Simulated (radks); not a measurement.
The lithium anion Li-, [He] 2s2, held by a Watson sphere: a shell of charge +0.61 at radius R that stands for the Madelung well of a crystal (potential energy -0.61/R inside, -0.61/r outside, in hartree with lengths in bohr). All-electron calculation, non-relativistic Kohn-Sham, LDA (Slater exchange, Perdew-Wang correlation), spin-polarised, spherical densities, point nucleus. Program: a radial shooting solver on a logarithmic mesh with Libxc functionals. Response by self-consistent Sternheimer equations with the Hartree and adiabatic LDA kernel. The sphere does not respond.

| R (bohr) | e(1s) (eV) | e(2s) (eV) | <r> 2s (bohr) | sum of <r^2> (bohr^2) | X-ray form factor at sin(theta)/lambda = 0.1 1/angstrom | alpha (bohr^3) |
|---|---|---|---|---|---|---|
| 2.1 | -49.349 | -1.903 | 3.700 | 33.87 | 2.567 | 154.0 |
| 2.56 | -48.577 | -1.842 | 3.822 | 35.94 | 2.519 | 169.5 |
| 2.69 | -48.444 | -1.822 | 3.859 | 36.59 | 2.505 | 174.7 |
| 2.88 | -48.295 | -1.791 | 3.915 | 37.58 | 2.484 | 182.9 |
| 3.74 | -47.998 | -1.637 | 4.171 | 42.48 | 2.395 | 227.7 |
